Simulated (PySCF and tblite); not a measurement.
The numbers below are computed, except where a source is named.
C₆H₁₂O, numbered as in [CH3:1][C@H:2]1[CH2:3][CH2:4][CH2:5][CH2:6][O:7]1.

Geometries PBE0-D3(BJ)/def2-SVP; weights from PBE0-D3(BJ)/def2-TZVP energies and GFN2-xTB thermal corrections, with symmetry numbers and mirror pairs. Conformers within 4 kcal/mol (GFN2-xTB free energy) were kept, 7 at most. Couplings: B3LYP/pcSseg-1 with pcJ-1 on H (gas phase; spin-dipole term only for pairs with B, N, F, Si or P). Couplings are for ¹H. Of two unlike H on one atom, a is the less shielded (PBE0/pcSseg-1). Programs: PySCF with density fitting and tblite.

The 6-ring runs over atoms 2–3–4–5–6–7.

| conformer | shape | weight % |
| --- | --- | --- |
| 1 | 6-ring chair (all substituents equatorial) | 99.5 |
| 2 | 6-ring chair (C1 axial) | 0.5 |

Dihedral angles along the coupling paths:

| coupling | conformer | dihedral (°) |
| --- | --- | --- |
| ³J(H2,H3b) | 1 | 176 |
| ³J(H2,H3b) | 2 | 70 |
| ³J(H2,H3a) | 1 | 59 |
| ³J(H2,H3a) | 2 | -46 |
| ³J(H3b,H4b) | 1 | -173 |
| ³J(H3b,H4b) | 2 | -62 |
| ³J(H3b,H4a) | 1 | -56 |
| ³J(H3b,H4a) | 2 | 55 |
| ³J(H3a,H4b) | 1 | -54 |
| ³J(H3a,H4b) | 2 | 55 |
| ³J(H3a,H4a) | 1 | 63 |
| ³J(H3a,H4a) | 2 | 172 |
| ³J(H4b,H5b) | 1 | 54 |
| ³J(H4b,H5b) | 2 | -55 |

(1) What are these vicinal couplings in each conformer, and averaged?

Answers

(1) 
```
   coupling  conformer  dihedral (°)  J (Hz)  average (Hz)
 ³J(H2,H3b)          1           176    11.3          11.2
 ³J(H2,H3b)          2            70     1.3          11.2
 ³J(H2,H3a)          1            59     2.3           2.3
 ³J(H2,H3a)          2           -46     6.7           2.3
³J(H3b,H4b)          1          -173    14.2          14.2
³J(H3b,H4b)          2           -62     3.2          14.2
³J(H3b,H4a)          1           -56     4.4           4.4
³J(H3b,H4a)          2            55     4.3           4.4
³J(H3a,H4b)          1           -54     4.4           4.4
³J(H3a,H4b)          2            55     4.8           4.4
³J(H3a,H4a)          1            63     3.1           3.2
³J(H3a,H4a)          2           172    15.0           3.2
³J(H4b,H5b)          1            54     4.5           4.5
³J(H4b,H5b)          2           -55     4.5           4.5
```
